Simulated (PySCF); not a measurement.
[Pr(H2O)4]3+ at several levels of theory

Computed with PySCF 2.14.0 (density fitting, no spin-orbit coupling) at the geometry relaxed with PBE0:

```xyz
13
[Pr(H2O)4]3+ (singlet in the valence; each metal's 4f electrons, 2 of them, lie in its core potential, out of spins and levels)
Pr    0.0000    0.0000    0.0000
O     1.4307    1.3224    1.3843
H     1.3712    1.4787    2.3529
H     2.2284    1.8338    1.1234
O    -1.4306   -1.3843    1.3224
H    -2.2284   -1.1234    1.8337
H    -1.3712   -2.3529    1.4787
O     1.4307   -1.3224   -1.3843
H     2.2284   -1.8338   -1.1234
H     1.3712   -1.4787   -2.3529
O    -1.4306    1.3843   -1.3224
H    -1.3712    2.3529   -1.4787
H    -2.2284    1.1234   -1.8337
```

```tsv
level	basis	state	HOMO (eV)	gap (eV)	charge on Pr1 (e)	population of f-type functions on Pr1 (polarisation alone where 4f lies in the core)	dipole about the centre of mass (D)	largest force component (eV/Å)
PBE0	Pr lcecp-1-SVP with ECP48, O def2-SVP, H def2-SVP	singlet	-23.90	8.70	1.84	0.06	0.00	0.01
PBE0	Pr lcecp-1-TZVP with ECP48, O def2-TZVP, H def2-TZVP	singlet	-23.93	8.80	2.15	0.09	0.00	0.24
```

In the lcecp rows the 4f levels are missing from HOMO and gap, and the state counts the valence alone.

Charges are Mulliken's, which hang on the basis. The relaxation used the grid (50, 194), these runs (75, 302) or, all-electron (x2c bases, spin-free X2C Hamiltonian), (99, 590).

**Question.** A further run in the first row's basis gives HOMO (eV) -22.44, gap (eV) 6.84, charge on Pr1 (e) 1.94, population of f-type functions on Pr1 (polarisation alone where 4f lies in the core) 0.05, dipole about the centre of mass (D) 0.00, largest force component (eV/Å) 0.08. Which level was it?
A. PBE
B. M06-L

**Answer.** B. The others give HOMO -22.01 eV (PBE).

In the first row's basis the gap widens with exact exchange: 5.9 to 6.8 eV for PBE, M06-L (none); 8.7 eV for PBE0 (a fixed share).

An lcecp potential fixes the number of 4f electrons, so in runs with it no electron can move into or out of that shell.
